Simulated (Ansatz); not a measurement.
Ansatz (an electronic-structure program) input (SVWN5/def2-TZVPD):

Ansatz 0.2 input:
```yaml
crystal:
  periodic: [false, false, false]
  atoms:
    - {symbol: Cl, position_ang: [-0.68659719, 1.77226795, 0.01360776]}
    - {symbol: Ga, position_ang: [-0.44205447, -0.35745114, -0.01093620]}
    - {symbol: Cl, position_ang: [1.58938787, -1.04225937, 0.00872680]}
    - {symbol: H, position_ang: [-1.64375297, -1.32916055, -0.04066559]}
basis:
  gaussian:
    orbitals: def2-TZVPD
hamiltonian:
  xc: {name: SVWN5}
output: {forces: true}
```

Output:

```
Functional definition: SVWN5
integrals: 0.09 GiB planned
987 factors; their error is unknown
0.11 GiB of the device are held for the grids
0.79 GiB of device memory are held for the factors and their scratch space
mean field: 0.51 GiB planned
mean field evaluation 1: about -77278.3331 eV, gradient 4.3e1 eV
mean field evaluation 2: about -77274.3025 eV, gradient 7.4e1 eV
mean field evaluation 4: about -77280.4681 eV, gradient 2.6e0 eV
mean field evaluation 8: about -77280.4648 eV, gradient 4.2e-2 eV
mean field -77280.46481624 eV, -2840.0046994164 hartree, gradient 4.8e-5 eV, S^2 0.000000; 0 other end points of the search recorded, 0 dependent functions left out
the calculation of the forces begins
reference -77280.46487328 eV, -2840.0047015126 hartree; 33, 33 occupied and 122, 122 virtual orbitals, 987 factors
Total energy: -77280.46487328 eV, -2840.0047015126 hartree
Atom 0 at    -0.686597     1.772268     0.013608 Å, force     0.087459    -0.531281    -0.005749 eV/Å
Atom 1 at    -0.442054    -0.357451    -0.010936 Å, force     0.375799     0.303876     0.009297 eV/Å
Atom 2 at     1.589388    -1.042259     0.008727 Å, force    -0.501228     0.196701    -0.004487 eV/Å
Atom 3 at    -1.643753    -1.329161    -0.040666 Å, force     0.037970     0.030703     0.000939 eV/Å
Dipole moment:    -0.285424    -0.230797    -0.007061 e Å
```
